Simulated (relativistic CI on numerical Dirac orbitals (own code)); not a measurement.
**Calculated levels, Dy³²⁺**

Computed by Dirac-Coulomb-Breit CI, separate exchange-only KLI orbitals for each configuration, QED by a radiative potential, unscaled Slater integrals (own radial code, finite nucleus).

Configurations in the expansion (outside the closed core [Ar] 3d10): 4s²4p⁴, 4s4p⁵, 4s²4p³4d, 4p⁶, 4s4p⁴4d, 4s²4p³4f, 4s4p⁴4f, 4p⁵4d, 4s4p³4d², 4s²4p²4d4f, 4p⁵4f, 4s²4p³5s, 4p⁴4d4f, 4s4p³4f², 4p⁵5s, 4s²4p³5p, 4s4p³4d5s, 4s²4p²4f5s, 4s4p⁴5s, 4s²4p³5d, 4s4p⁴5p, 4s²4p³5f, 4s²4p³5g, 4s4p⁴5d, 4p⁴4f5s, 4s²4p³6s, 4s4p⁴5f, 4s²4p²4d², 4s²4p4d³, 4s4p²4d³, 4s²4p4d²4f, 4s4p²4d²4f, 4s²4p4d²5s, 4p⁴4d², 4p³4d³, 4p³4d²4f, 4p³4d²5s, 4s²4p²4d5s, 4s4p²4d²5s, 4s²4p4d4f5s, 4s4p²4d4f5s, 4s²4p4d5s², 4p⁴4d5s, 4p³4d4f5s, 4p³4d5s², 4s²4p²5s², 4s4p²4d5s², 4s²4p4f5s², 4s4p²4f5s². Double excitations out of closed p, d and f shells are left out; levels of such configurations are missing from the list, as are those of other unlisted configurations, and high levels can miss mixing partners. These lack a partner that the ground configuration has and come out too high: 4s²4p³5p, 4s²4p³5d, 4s4p⁴5p, 4s²4p³5f, 4s²4p³5g.

The lowest level is 4s²4p⁴ ³P2, with 71 % of that term; Hund's rules for 4s²4p⁴ give ³P with J = 2, in agreement.

```csv
No.,Configuration,Term,J,E (eV),%,jj configuration (%)
1,4s²4p⁴,³P,2,0.000,71,4p3/2^2 (98)
2,4s²4p⁴,¹S,0,7.617,59,4p3/2^2 (98)
3,4s²4p⁴,³P,1,48.472,98,4p1/2 4p3/2^3 (98)
4,4s²4p⁴,¹D,2,52.445,70,4p1/2 4p3/2^3 (98)
5,4s²4p⁴,³P,0,104.156,58,4p3/2^4 (97)
6,4s4p⁵,³P°,2,122.124,44,4p3/2 4d3/2 (47)
7,4p³(4S°)4d,⁵D°,1,124.052,23,4p3/2 4d3/2 (77)
8,4s4p⁵,³P°,2,126.305,29,4p3/2 4d3/2 (48)
9,4p³(2P°)4d,³P°,0,126.672,53,4p3/2 4d3/2 (96)
10,4p³(2P°)4d,³F°,3,127.220,28,4p3/2 4d3/2 (88)
11,4p³(2P°)4d,³F°,4,136.268,44,4p3/2 4d5/2 (97)
12,4s4p⁵,³P°,1,140.307,31,4s 4p3/2^3 (54)
13,4p³(2D°)4d,³D°,2,143.685,31,4p3/2 4d5/2 (67)
14,4p³(2P°)4d,³D°,3,147.258,26,4p3/2 4d5/2 (78)
15,4p³(4S°)4d,³D°,1,152.770,55,4p3/2 4d5/2 (74)
16,4p³(4S°)4d,⁵D°,0,167.163,29,4p1/2 4p3/2^2 4d3/2 (69)
17,4p³(2D°)4d,³D°,1,168.586,39,4p1/2 4p3/2^2 4d3/2 (87)
18,4p³(2D°)4d,³F°,2,169.422,44,4p1/2 4p3/2^2 4d3/2 (95)
19,4p³(2D°)4d,³F°,3,172.337,41,4p1/2 4p3/2^2 4d3/2 (90)
20,4s4p⁵,³P°,0,174.903,39,4s 4p1/2 4p3/2^4 (39)
21,4p³(2D°)4d,³G°,4,176.388,53,4p1/2 4p3/2^2 4d3/2 (95)
22,4p³(2D°)4d,³D°,1,177.752,33,4p1/2 4p3/2^2 4d5/2 (53)
23,4p³(2D°)4d,³D°,3,179.657,59,4p1/2 4p3/2^2 4d5/2 (96)
24,4p³(4S°)4d,⁵D°,4,180.615,47,4p1/2 4p3/2^2 4d5/2 (96)
25,4p³(2P°)4d,³F°,2,180.949,58,4p1/2 4p3/2^2 4d3/2 (91)
26,4p³(2D°)4d,³F°,4,185.252,65,4p1/2 4p3/2^2 4d5/2 (95)
27,4p³(2D°)4d,³G°,5,186.769,98,4p1/2 4p3/2^2 4d5/2 (98)
28,4p³(2D°)4d,³S°,1,188.918,39,4p1/2 4p3/2^2 4d3/2 (63)
29,4p³(2D°)4d,³P°,2,189.884,46,4p1/2 4p3/2^2 4d3/2 (75)
30,4p³(4S°)4d,³D°,3,190.928,58,4p1/2 4p3/2^2 4d3/2 (80)
31,4p³(2P°)4d,³D°,2,193.538,49,4p1/2 4p3/2^2 4d5/2 (96)
32,4p³(2D°)4d,³P°,0,195.586,35,4p1/2 4p3/2^2 4d5/2 (57)
33,4p³(2D°)4d,³P°,1,195.892,30,4p1/2 4p3/2^2 4d3/2 (47)
34,4p³(2P°)4d,³F°,3,196.426,34,4p1/2 4p3/2^2 4d5/2 (97)
35,4p³(2D°)4d,³D°,2,199.351,39,4p1/2 4p3/2^2 4d5/2 (80)
36,4p³(4S°)4d,³D°,1,201.029,31,4p1/2 4p3/2^2 4d3/2 (57)
37,4p³(2D°)4d,¹F°,3,202.843,44,4p1/2 4p3/2^2 4d5/2 (72)
38,4p³(2D°)4d,¹P°,1,205.879,32,4p1/2 4p3/2^2 4d5/2 (59)
39,4p³(2D°)4d,¹D°,2,207.424,41,4p1/2 4p3/2^2 4d5/2 (85)
40,4p³(2P°)4d,³P°,0,235.419,72,4p3/2^3 4d3/2 (83)
41,4p³(2P°)4d,³F°,4,236.534,54,4p3/2^3 4d5/2 (97)
42,4p³(2P°)4d,³P°,1,236.964,37,4p3/2^3 4d3/2 (78)
43,4p³(2P°)4d,³P°,2,238.052,39,4p3/2^3 4d5/2 (87)
44,4p³(2D°)4d,¹F°,3,240.875,44,4p3/2^3 4d3/2 (81)
45,4p³(4S°)4d,³D°,2,241.031,41,4p3/2^3 4d3/2 (80)
46,4p³(2P°)4d,³D°,3,243.415,47,4p3/2^3 4d5/2 (93)
47,4s4p⁴(3P)<4P>4d,⁵D,2,245.532,42,4s 4p3/2^2 4d3/2 (85)
48,4s4p⁴(3P)<4P>4d,⁵D,3,246.408,47,4s 4p3/2^2 4d3/2 (74)
49,4s4p⁴(3P)<4P>4d,⁵P,1,246.944,33,4s 4p3/2^2 4d3/2 (84)
50,4s4p⁴(3P)<4P>4d,⁵F,4,249.493,33,4s 4p3/2^2 4d3/2 (63)
51,4p²(1S)4d²(3F),³F,2,250.553,27,4p1/2^2 4d3/2^2 (76)
52,4s4p⁴(1D)<2D>4d,³P,0,251.852,35,4s 4p3/2^2 4d3/2 (42)
53,4p⁶,¹S,0,256.842,36,4s 4p3/2^2 4d5/2 (50)
54,4s4p⁴(3P)<4P>4d,⁵F,5,257.769,72,4s 4p3/2^2 4d5/2 (92)
55,4s4p⁴(3P)<4P>4d,³F,4,257.830,47,4s 4p3/2^2 4d5/2 (63)
56,4s4p⁴(1S)<2S>4d,³D,1,258.890,58,4s 4p3/2^2 4d3/2 (77)
57,4s4p⁴(1D)<2D>4d,³G,3,261.431,30,4s 4p3/2^2 4d3/2 (66)
58,4s4p⁴(1S)<2S>4d,³D,2,262.406,41,4s 4p3/2^2 4d3/2 (64)
59,4p³(2P°)4d,¹P°,1,262.458,41,4p3/2^3 4d5/2 (85)
60,4s4p⁴(1S)<2S>4d,³D,1,264.056,32,4s 4p3/2^2 4d3/2 (73)
61,4p²(3P)4d²(3F),⁵G,3,266.370,22,4p1/2^2 4d3/2 4d5/2 (65)
62,4p²(3P)4d²(3F),⁵G,2,266.769,18,4s 4p3/2^2 4d3/2 (40)
63,4p²(3P)4d²(1G),³F,4,266.903,15,4p1/2^2 4d3/2 4d5/2 (45)
64,4p²(3P)4d²(1S),³P,0,267.382,34,4p1/2^2 4d3/2^2 (60)
65,4s4p⁴(3P)<4P>4d,³P,1,268.776,30,4s 4p3/2^2 4d5/2 (70)
66,4s4p⁴(3P)<4P>4d,⁵P,2,272.069,17,4s 4p3/2^2 4d5/2 (49)
67,4s4p⁴(1S)<2S>4d,³D,3,272.635,40,4s 4p3/2^2 4d5/2 (81)
68,4s4p⁴4d,³D,2,274.566,18,4s 4p3/2^2 4d3/2 (31)
69,4p²(3P)4d²(3P),⁵D,1,275.443,32,4p1/2^2 4d3/2 4d5/2 (57)
70,4s4p⁴(1S)<2S>4d,³D,3,275.801,34,4s 4p3/2^2 4d5/2 (59)
```

Energies count from the lowest computed level; ° marks odd parity. Percentages are summed over parent terms; the parents shown are those of the largest component, closed shells are left out there, and <> holds an intermediate term. Filled j subshells are mostly left out of the jj labels.

The mean weight of the leading LS term, summed over parents, in these 70 levels is 42 %, and that of the leading jj configuration (from the same eigenvectors) 75 %, so jj coupling describes them better and the LS labels are nominal.

At this charge energies of transitions that change n are usually good to better than 1 %, and those within a shell (Δn = 0) to a few per cent.

LS names give the leading component of a level, which can be under half, so a name can repeat, a term be missing and a line seem to break the LS rules.
